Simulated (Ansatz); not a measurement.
Geometry optimisation, RKS BLYP-D4/6-31G (Ansatz 0.2.0).

input.yaml

```yaml
crystal:
  periodic: [false, false, false]
  atoms:
    - { symbol: "N", position_ang: [-0.8122, 0.7561, -0.1939] }
    - { symbol: Si, position_ang: [0.4618, -0.2369, -0.1611] }
    - { symbol: O, position_ang: [0.4297, -0.7998, 1.3671] }
    - { symbol: Cl, position_ang: [0.2317, -1.8146, -1.3836] }
    - { symbol: H, position_ang: [-0.963, 1.1471, -1.1702] }
    - { symbol: H, position_ang: [-0.6543, 1.6243, 0.3739] }
    - { symbol: H, position_ang: [1.7148, 0.5126, -0.5024] }
    - { symbol: H, position_ang: [-0.3164, -1.2459, 1.6144] }
basis:
  gaussian: { orbitals: "6-31G" }
hamiltonian:
  xc: blyp
  dispersion: d4
relax:
  f_tol: 0.02
  max_steps: 50
```

Run as:

```bash
$ ansatz run input.yaml --threads 1 --pin off --max-ram 2048MiB --backend cpu --events-out ev --progress --plain --runs-dir out
```

Problem. Where does it end, and by what steps?

Solution. The forces met the threshold. Limits of this set-up: no polarisation functions. After 13 steps the energy has fallen by 1.780 eV; H5 moved furthest, 0.67 Å.

| step | energy less start (eV) | largest force component (eV/Å) | accepted |
| --- | --- | --- | --- |
| 0 | 0.0000 | 5.724 | yes |
| 1 | -1.3309 | 2.859 | yes |
| 2 | -1.6696 | 1.087 | yes |
| 3 | -1.7269 | 0.500 | yes |
| 4 | -1.7630 | 0.179 | yes |
| 5 | -1.7645 | 0.340 | yes |
| 6 | -1.7723 | 0.106 | yes |
| 7 | -1.7754 | 0.150 | yes |
| 8 | -1.7770 | 0.081 | yes |
| 9 | -1.7781 | 0.086 | yes |
| 10 | -1.7790 | 0.068 | yes |
| 11 | -1.7799 | 0.058 | yes |
| 12 | -1.7801 | 0.031 | yes |
| 13 | -1.7802 | 0.017 | yes |

```xyz
8
Properties=species:S:1:pos:R:3
N -0.687 1.031 -0.398
Si 0.549 -0.173 -0.089
O 0.536 -0.964 1.450
Cl 0.172 -1.680 -1.676
H -1.516 0.831 -0.953
H -0.642 1.973 -0.016
H 1.942 0.359 -0.160
H -0.262 -1.433 1.786
```

Whether the end is a true minimum wasn't checked by a vibrational analysis.

Time of the run: 31 s on 1 thread of Intel(R) Xeon(R) Platinum 8488C (Sapphire Rapids) (shared host), peak memory 0.18 GiB.
